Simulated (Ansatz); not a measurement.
Species: sum formula SiNHF3 (charge 0, doublet). It need not be the lowest isomer of its formula. SMILES: F[Si]([NH])(F)F
Coordinates optimised at B3LYP-D3(BJ)/def2-TZVP (Ansatz, a quantum-chemistry and plane-wave program):
```
Si
F 1 1.5732
F 1 1.5793 2 107.79
F 1 1.5793 2 107.79 3 -117.42
N 1 1.7263 2 109.34 3 121.29
H 5 1.0221 1 114.80 2 -180.00
```
Charge 0, spin multiplicity 2.

Quantity: atomisation energy (electronic, to ground-state atoms), in eV. Valence correlation only, unless marked. Open shells are spin-unrestricted. Spin-orbit coupling is left out. Non-relativistic. The coupled-cluster limit lacks core correlation, which all-electron functionals hold. CBS(X,Y): correlation extrapolated as X^-3; Hartree-Fock from the larger set (for Q and 5 zeta extrapolated as (X+1)exp(-9√X)).

```json
[
 {"level": "SVWN5/def2-TZVPD", "program": "Ansatz", "atomisation energy (eV)": "29.35"},
 {"level": "PBE0/def2-TZVP", "program": "Ansatz", "atomisation energy (eV)": "24.96"},
 {"level": "r2SCANh-D4/def2-TZVPD", "program": "Ansatz + dftd4", "atomisation energy (eV)": "25.18"},
 {"level": "HSE06/def2-TZVPD", "program": "Ansatz", "atomisation energy (eV)": "24.98"},
 {"level": "LC-wPBE/def2-TZVPD", "program": "Ansatz", "atomisation energy (eV)": "25.39"},
 {"level": "CCSD(T)/cc-pV(Q+d)Z", "program": "Ansatz", "atomisation energy (eV)": "25.28"},
 {"level": "CCSD(T)/CBS(cc-pV(Q+d)Z,cc-pV(5+d)Z)", "program": "Ansatz", "atomisation energy (eV)": "25.67"}
]
```
